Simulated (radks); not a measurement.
Cl4+, configuration [Ne] 3s1.75 3p1 4f0.25 (fractional occupations, a model configuration). Method: non-relativistic Kohn-Sham, LDA (Slater exchange, Perdew-Wang correlation), spin-polarised, spherical densities, point nucleus; open shells are filled with parallel spins first; computed with a radial shooting solver on a logarithmic mesh with Libxc functionals.

Local quantities along the radius. ELF = 1/(1 + alpha^2) is the electron localisation function; alpha = (tau - tau_W)/tau_unif compares the Pauli kinetic energy density with that of the uniform gas (summed over spins); r v_xc is r times the local exchange-correlation potential of spin up (hartree bohr).

r (bohr)    ELF    alpha    r v_xc
0.004378  1.000  0.01087  -0.06121
0.005016  1.000  0.01119  -0.06963
0.005701  1.000  0.01154  -0.07853
0.006531  1.000  0.01199  -0.08914
0.007423  1.000  0.01249   -0.1003
0.008505  1.000  0.01313   -0.1135
0.009666  1.000  0.01385   -0.1274
0.01107   1.000  0.01478   -0.1436
0.01259   1.000  0.01585   -0.1605
0.01442   1.000  0.01725   -0.1802
0.01639   1.000  0.01890   -0.2003
0.01878   1.000  0.02112   -0.2235
0.02134   0.999  0.02380   -0.2468
0.02445   0.999  0.02752   -0.2732
0.02779   0.999  0.03216   -0.2992
0.03184   0.998  0.03888   -0.3277
0.03618   0.998  0.04765   -0.3551
0.04146   0.996  0.06097   -0.3839
0.04712   0.994  0.07937   -0.4103
0.05398   0.988   0.1090   -0.4365
0.06135   0.977   0.1525   -0.4586
0.07029   0.951   0.2267   -0.4787
0.07989   0.896   0.3407   -0.4937
0.09153   0.775   0.5386   -0.5056
0.104     0.593   0.8281   -0.5141
0.1192    0.391    1.247   -0.5228
0.1355    0.270    1.644   -0.5347
0.1552    0.230    1.830   -0.5567
0.1764    0.268    1.653   -0.5895
0.2021    0.390    1.251   -0.6366
0.2297    0.555   0.8961   -0.6884
0.2631    0.710   0.6394   -0.7441
0.2991    0.801   0.4980   -0.7906
0.3426    0.850   0.4197   -0.8269
0.3894    0.866   0.3938   -0.8438
0.4461    0.853   0.4150   -0.8400
0.5071    0.797   0.5047   -0.8155
0.5809    0.633   0.7621   -0.7709
0.6603    0.356    1.345   -0.7217
0.7564    0.146    2.422   -0.6813
0.8597    0.104    2.936   -0.6743
0.985     0.194    2.039   -0.7017
1.119     0.473    1.056   -0.7404
1.283     0.759   0.5629   -0.7699
1.458     0.839   0.4377   -0.7721
1.67      0.789   0.5170   -0.7415
1.898     0.568   0.8724   -0.6841
2.175     0.183    2.111   -0.6026
2.472     0.031    5.607   -0.5227
2.832     0.006    12.68   -0.4561
3.218     0.003    17.03   -0.4230
3.687     0.003    17.44   -0.4081
4.191     0.003    18.20   -0.3926
4.801     0.002    21.61   -0.3615
5.457     0.001    29.09   -0.3162
6.252     0.000    46.75   -0.2553
7.106     0.000    86.36   -0.1931
8.141     0.000    202.6   -0.1306
9.252     0.000    558.7  -0.08152

On this mesh the ELF has minima near r = 0.16, 0.86 bohr, which separate the shells, and maxima near 0.39 (0.87), 1.5 (0.84).
